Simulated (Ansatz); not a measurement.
```yaml
crystal:
  periodic: [false, false, false]
  atoms:
    - {symbol: V, position_ang: [-0.066933, 0.005976, -0.075113]}
    - {symbol: H, position_ang: [0.090938, 0.030420, 1.693884]}
    - {symbol: H, position_ang: [1.614031, -0.067992, -0.478061]}
    - {symbol: H, position_ang: [-0.748261, 1.300636, -0.518245]}
    - {symbol: H, position_ang: [-0.814234, -1.141529, -0.693199]}
basis:
  gaussian: {orbitals: 6-31G}
magnetization: {spin_polarized: true, initial_magnetization: 1}
hamiltonian: {xc: {name: revPBE}, dispersion: d4}
scf: {omitted_lower_state_checks: [starts]}
output: {forces: true}
```

```sh
$ ansatz run in.yaml --threads 4 --pin off --events-out ev --progress --plain --max-ram 3916MiB
```

Shortened log:

```
Functional definition: revPBE
527 factors; integrals over basis functions are off by at most 5.0e-4 eV
mean field evaluation 1: about -25742.9270 eV, gradient 8.1e0 eV
mean field evaluation 2: about -25743.0180 eV, gradient 9.4e0 eV
mean field evaluation 4: about -25743.4386 eV, gradient 2.7e0 eV
mean field evaluation 8: about -25743.5530 eV, gradient 1.0e0 eV
mean field evaluation 16: about -25743.5571 eV, gradient 6.1e-3 eV
mean field -25743.55712396 eV, -946.0582746956 hartree, gradient 9.5e-6 eV, S^2 0.773408; 0 other end points of the search recorded, 0 dependent functions left out
reference -25743.55719946 eV, -946.0582774704 hartree; 14, 13 occupied and 23, 24 virtual orbitals, 527 factors
Total energy: -25743.73808799 eV, -946.0649250011 hartree
Atom 0 at    -0.066933     0.005976    -0.075113 Å, force     2.800723     0.355942     2.330969 eV/Å
Atom 1 at     0.090938     0.030420     1.693884 Å, force    -0.128021    -0.126125    -1.038857 eV/Å
Atom 2 at     1.614031    -0.067992    -0.478061 Å, force    -0.708573     0.069053     0.154427 eV/Å
Atom 3 at    -0.748261     1.300636    -0.518245 Å, force    -0.771702     1.500548    -0.584229 eV/Å
Atom 4 at    -0.814234    -1.141529    -0.693199 Å, force    -1.192427    -1.799418    -0.862311 eV/Å
Dipole moment:    -0.147869    -0.030862    -0.115348 e Å
Checks for a lower state left out: starts
```

Hardware: 4 threads of Arm Neoverse V2 on a shared host. Wall time 0.65 s.

The 6-31G sets use Cartesian d functions.
